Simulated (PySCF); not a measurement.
**Trend along the halogens: MEr molecules**

PBE0 with double-zeta basis sets in PySCF, for the lowest determinant that a PBE0 search found; no spin–orbit coupling. De refers to high-spin ground-configuration atoms. A positive dipole means M(−)Er(+).

```tsv
M	basis	state (unpaired electrons)	Re (Å)	ωe (cm⁻¹)	De (eV)	μ (D)
F	x2c-SVPall	quartet (f population 11.4)	1.951	579	5.77	2.56
Cl	x2c-SVPall	quartet (f population 11.6)	2.445	314	4.37	3.80
Br	x2c-SVPall	quartet (f population 11.7)	2.605	208	3.69	4.09
```

The shortest bond is that of ErF (1.951 Å), the longest that of ErBr (2.605 Å). ErF is bound most strongly (5.77 eV) and ErBr least (3.69 eV).

The state changes along the series, so neighbouring rows are not always alike in their bonding.

Spin–orbit coupling is left out, which matters for elements this heavy, above all for dissociation energies. The state is the lowest single determinant that the PBE0 search found; with open d or f shells the true ground state can be another one.
